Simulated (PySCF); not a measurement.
CH2I, SMILES I[CH2], multiplicity 2. Geometry optimised at PBE-D3(BJ)/def2-TZVP. The isomer is the one that the SMILES or the coordinates give; other isomers of the formula were not compared. The def2 effective core potentials stand for the cores of I; spin–orbit coupling is left out.

Computed with PySCF with PBE-D3(BJ)/def2-TZVP.

Harmonic wavenumbers (cm⁻¹): 190, 621, 827, 1309, 3105, 3256. Rotational constants (GHz): 273.9, 8.875, 8.596; symmetry number 2.

### Question
Work out the zero-point energy and the ideal-gas rigid-rotor harmonic-oscillator thermochemistry at 298.15 K and 1 atm.

### Answer
ZPE = ½ Σ hcν = ½ × 9308 cm⁻¹ = 13.31 kcal/mol. H − E(el) = 16.18 kcal/mol. Entropy in cal/(mol K): translation 40.74, rotation 18.89, vibration 2.85, spin 1.38, total 63.86. G − E(el) = -2.86 kcal/mol. Cp = 11.54 cal/(mol K).
